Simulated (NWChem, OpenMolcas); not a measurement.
**How basis sets differ on GaH2OF (SMILES [OH][GaH][F])**

GaH2OF: 5 atoms, total charge 0, spin state singlet. As SMILES, `[OH][GaH][F]`. Geometry: relaxed at PBE0-D4/def2-TZVP. This is one conformer, not always the lowest.

```xyz
5

O    -1.1304   -0.5887   -0.2838
Ga    0.3837    0.2805    0.0156
F     0.4383    1.7778   -0.8812
H    -1.2106   -1.4207    0.1872
H     1.5690   -0.1226    0.9209
```

Quantity: the dipole moment, in D. The values are calculated.

```tsv
level	kind	program	value (D)
HF/ANO-R0 (sfX2C)	Hartree–Fock	OpenMolcas	1.98
HF/ANO-RCC-MB (DKH2)	Hartree–Fock	OpenMolcas	3.59
HF/STO-3G	Hartree–Fock	OpenMolcas	2.12
HF/3-21G	Hartree–Fock	NWChem	4.07
HF/cc-pVDZ	Hartree–Fock	OpenMolcas	3.85
```

All-electron rows without a relativistic Hamiltonian named are non-relativistic. The values span 1.98 to 4.07 D. Magnitudes only. Sets without polarisation functions give poor dipoles.
